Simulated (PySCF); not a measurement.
Telling isomers of C8H6N4 apart by NMR

[PySCF 2.14: geometry from GFN2-xTB; PBE0/pcSseg-1 with gauge-including orbitals; equivalent nuclei averaged; one conformer; gas phase; non-relativistic]

Shifts are taken against calculated references (same method and geometry level): TMS for 1H (σref 31.72) and 13C (σref 186.93). Where no couplings were computed, multiplicities follow the n + 1 count of equivalent neighbours, and m marks all less simple cases (inequivalent or close neighbours, rings, F or P nearby). Shifts are as computed. Against solution values, carbons near 30 ppm lie about +3 ppm off and those near 130 ppm about +5 ppm. Of 1211 compounds with measured shifts, 218 miss one by over three times the rms of a fit or turn the order of signals round; such compounds aren't used in these exercises.

(1) Tabulate the signals of `Cn1nc2ccc(C#N)cc2n1`, `Cc1cccc2c(C#N)nnn12` and their relative energies.

(2) What is the quickest way to tell Cn1nc2ccc(C#N)cc2n1 from Cc1cccc2c(C#N)nnn12?

## Answers

(1) 
| SMILES | carbon types | δC | δH | E rel. (kcal/mol) |
| --- | --- | --- | --- | --- |
| Cn1nc2ccc(C#N)cc2n1 | 4×C 3×CH 1×CH3 | 150.2, 149.9, 134.5, 132.3, 125.5, 124.9, 114.3, 43.6 | 8.66 (s, 1H), 8.32 (d, 1H), 7.95 (d, 1H), 4.67 (s, 3H) | 0.0 |
| Cc1cccc2c(C#N)nnn12 | 4×C 3×CH 1×CH3 | 146.1, 142.9, 133.8, 121.4, 119.8, 118.0, 117.3, 20.7 | 8.20 (d, 1H), 7.72 (m, 1H), 7.20 (d, 1H), 3.13 (s, 3H) | 4.9 |

Energies are electronic energies at PBE0/pcSseg-1 on these geometries, without zero-point or thermal terms, each for the one conformer computed, which needn't be the lowest.

(2) Both give the same number of carbon signals, with the same numbers of each carbon type, so the positions decide. The first has a methyl carbon bonded to N (CH3) at 43.6 ppm, the second a methyl carbon on an aromatic ring (CH3) at 20.7 ppm. Their most deshielded carbons lie at 150.2 and 146.1 ppm. In the proton spectra the most deshielded non-exchanging signals are 8.66 (s, 1H) and 8.20 (d, 1H).
